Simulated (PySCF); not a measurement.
InCl2, SMILES [Cl][In+][Cl], charge +1. Atoms are numbered in the order given.

```xyz
3

In     0.0000     0.0000     0.0000
Cl     0.0000     0.0000    -2.2243
Cl     0.0000     0.0000     2.2243
```
Charge +1, spin multiplicity 1.

Geometry optimised at B3LYP-D3(BJ)/def2-TZVP. The multiplicity is an assumed one; other spin states were not compared. The isomer is the one that the SMILES or the coordinates give; other isomers of the formula were not compared. The def2 effective core potentials stand for the cores of In; spin–orbit coupling is left out.

Computed with TDDFT-LC-ωPBE/def2-SVPD in PySCF 2.14.0.

Vertical excitations; the highest root listed may be one member of a degenerate set. The molecule is in vacuum. State labels are in the subgroup D2h.

```tsv
state	symmetry	energy (eV)	λ (nm)	f	main pairs
S1	B3g	5.01	248	0.000	HOMO→LUMO (degenerate set)
S2	B2g	5.01	248	0.000	HOMO−1→LUMO (degenerate set)
S3	B3u	5.50	226	0.022	HOMO−2→LUMO (degenerate set)
S4	B2u	5.50	226	0.022	HOMO−3→LUMO (degenerate set)
S5	B1u	7.03	176	0.094	HOMO−4→LUMO 54 %, HOMO→LUMO+1 22 %, HOMO−1→LUMO+2 22 %
S6	Au	7.32	169	0.000	HOMO−1→LUMO+1 49 %, HOMO→LUMO+2 49 %
S7	B1u	7.35	169	0.000	HOMO−1→LUMO+2, HOMO→LUMO+1 (degenerate set)
S8	Au	7.35	169	0.000	HOMO→LUMO+2, HOMO−1→LUMO+1 (degenerate set)
S9	B1g	7.72	161	0.000	HOMO−2→LUMO+1 49 %, HOMO−3→LUMO+2 49 %
S10	Ag	7.78	159	0.000	HOMO−2→LUMO+2 49 %, HOMO−3→LUMO+1 49 %
T1	B2g	4.51	275	0	HOMO−1→LUMO (degenerate set)
T2	B3g	4.51	275	0	HOMO→LUMO (degenerate set)
T3	B3u	4.89	253	0	HOMO−2→LUMO (degenerate set)
T4	B2u	4.89	253	0	HOMO−3→LUMO (degenerate set)
```
Triplets are in the Tamm–Dancoff approximation, which puts them higher than full response would, so one can lie above its singlet here.
